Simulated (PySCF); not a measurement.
## ZrCl4: double against triple zeta

Base calculation in PySCF with density fitting and no spin–orbit coupling, B3LYP/def2-SVP (scalar-relativistic core potentials): singlet, Td, Zr–Cl 2.339 Å (×4); wavenumbers 97 (×2), 108 (×3), 372, 425 (×3) cm⁻¹; gap between the highest occupied and lowest empty levels 6.47 eV, polar-tensor charge of Zr 2.19 e, atomisation energy (no zero-point energy) 1952 kJ/mol.

Task: What changes on going to B3LYP/def2-TZVP (scalar-relativistic core potentials)?

Result: The point group stays the same. Changes: mean bond to Zr -0.003 Å, highest wavenumber -4 cm⁻¹, lowest wavenumber +2 cm⁻¹, gap between the highest occupied and lowest empty levels -0.03 eV, polar-tensor charge of Zr +0.07 e, atomisation energy (no zero-point energy) -43 kJ/mol. The new structure has Zr–Cl 2.336 Å (×4), with wavenumbers 99 (×2), 110 (×3), 373, 421 (×3) cm⁻¹.

The structures come from searches over a few start shapes, so lower isomers are not excluded.
